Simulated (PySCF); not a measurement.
O+ (oxygen, charge +1) across methods

[He] 2s2 2p2 3s1, high-spin 4P determinant (an excited configuration). All numbers are calculated (PySCF 2.14, no relativity, point nucleus, in aug-cc-pwCVDZ).

```
 method  E (hartree)  mean ε 2s β (eV)  mean ε 2p α (eV)  mean ε 3s α (eV)  Σ⟨r²⟩ (bohr²)   ⟨S²⟩
 PBEsol     -73.3827           -46.208           -35.929            -9.553          17.75  3.751
  M06-L     -73.6846           -47.078           -36.933            -9.432          17.78  3.753
   PBE0     -73.6451           -48.546           -38.877           -10.231          17.74  3.752
   BP86     -73.7031           -46.651           -36.138            -9.672          17.70  3.751
    UHF    -73.51751           -53.296           -46.689           -11.783          17.83  3.754
    LDA     -73.1402           -46.280           -36.031            -9.588          17.69  3.751
    PBE     -73.6333           -46.408           -36.079            -9.578          17.71  3.751
r2SCANh     -73.6774           -47.532           -38.153            -9.879          17.77  3.753
 r2SCAN     -73.6759           -46.739           -37.147            -9.637          17.77  3.753
```

The outer electron is Rydberg-like, and this basis confines it to a smaller radius and binds it less than a complete one would.
